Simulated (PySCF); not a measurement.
## Iodine: highly charged ions in a basis for the neutral atom

I²⁰⁺ [Ar] 3d10 4s2 4p3, I²¹⁺ [Ar] 3d10 4s2 4p2. All numbers are calculated (PySCF 2.14, a scalar-relativistic core potential, in def2-SVP with the def2 core potential (28 electrons) (4s4p2d, 26 functions)). No spin-orbit coupling, so a gap to NIST mixes the basis error with missing relativistic terms.

Changed run: basis of the neutral atom used for a highly charged ion. This setting is unsound on purpose.

```json
{"species": "I²⁰⁺", "method": "UHF", "sound run (hartree)": "not run", "changed run (hartree)": "-126.92731", "converged": "yes"}
{"species": "I²⁰⁺", "method": "B3LYP", "sound run (hartree)": "not run", "changed run (hartree)": "-127.12568", "converged": "yes"}
{"species": "I²⁰⁺", "method": "PBE0", "sound run (hartree)": "not run", "changed run (hartree)": "-127.10815", "converged": "yes"}
{"species": "I²¹⁺", "method": "UHF", "sound run (hartree)": "not run", "changed run (hartree)": "-104.56437", "converged": "yes"}
{"species": "I²¹⁺", "method": "B3LYP", "sound run (hartree)": "not run", "changed run (hartree)": "-104.74899", "converged": "yes"}
{"species": "I²¹⁺", "method": "PBE0", "sound run (hartree)": "not run", "changed run (hartree)": "-104.72904", "converged": "yes"}
```

Ionisation energy of I²⁰⁺:

```
method  changed run (eV)  NIST (eV)
   UHF            608.53    601 ± 4
 B3LYP            608.90    601 ± 4
  PBE0            608.97    601 ± 4
```

The contracted functions were made for the neutral atom and can be too rigid for a highly charged ion.
